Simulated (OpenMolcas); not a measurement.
## Ru2+: moving or changing the point charges

Ru2+ among 6 point charges of -1.7 e arranged as a tetragonal octahedron (D4h), 1.8 Å from the ion, with the axial distance 1.710 Å. The active orbitals were held to one l.
```
   1.8000    0.0000    0.0000  -1.70
   0.0000    1.8000    0.0000  -1.70
  -1.8000    0.0000    0.0000  -1.70
   0.0000   -1.8000    0.0000  -1.70
   0.0000    0.0000    1.7100  -1.70
   0.0000    0.0000   -1.7100  -1.70
```

* Program: OpenMolcas 26.06
* Method: CASSCF
* Basis: ANO-RCC-VDZP [6s5p3d1f]
* Scalar Hamiltonian: DKH2, point nucleus
* Active space: 6 electrons in 5 orbitals (4d)
* State averaging: 2S+1 = 5 even, 5 roots; 2S+1 = 3 even, 45 roots; 2S+1 = 1 even, 50 roots
* Spin-orbit coupling: RASSI with atomic mean-field integrals over the reference wave functions

Runs around this geometry, states (labels of D4, the rotations of D4h). Energies in cm-1 above the lowest state or level, χT in cm3 K/mol.

| R (Å) | q (e) | Ground state | First state of that spin | First gap with spin-orbit (degeneracies) | χT at 300 K | First state of another spin |
| --- | --- | --- | --- | --- | --- | --- |
| 1.8 | -1.36 | 5B2 | 5E 1700 | 140.6 (1, 1) | 3.080 | 1A1 1005 |
| 1.8 | -1.7 | 1A1 | 1A2 14132 | 4929 (1, 1) | 0.091 | 5B2 5142 |
| 1.98 | -1.7 | 5B2 | 5E 1827 | 23.7 (1, 1) | 3.584 | 1A1 5627 |

The ground state changes within this set.

Without dynamic correlation the repulsion within the d shell is too large (B by tens of per cent), so at a given field states of lower spin stand too high. This shell can be high or low spin here, a state of another spin lies low, and with metal d orbitals alone active their balance is uncertain, so the ground spin may be wrong (holds for R = 1.8, q = -1.36; R = 1.98, q = -1.7). Point charges give a weaker field than real ligands, and real ions of this kind are as a rule low spin; the high spin found here belongs to the model (holds for R = 1.8, q = -1.36; R = 1.98, q = -1.7). This shell can be high or low spin here, a state of another spin lies low, and with metal d orbitals alone active their balance is uncertain, so the ground spin may be wrong, although the usual error favours high spin (holds for R = 1.8, q = -1.7). Point charges carry no covalency, so the field is a model and not that of real ligands. No measured value stands beside these numbers.
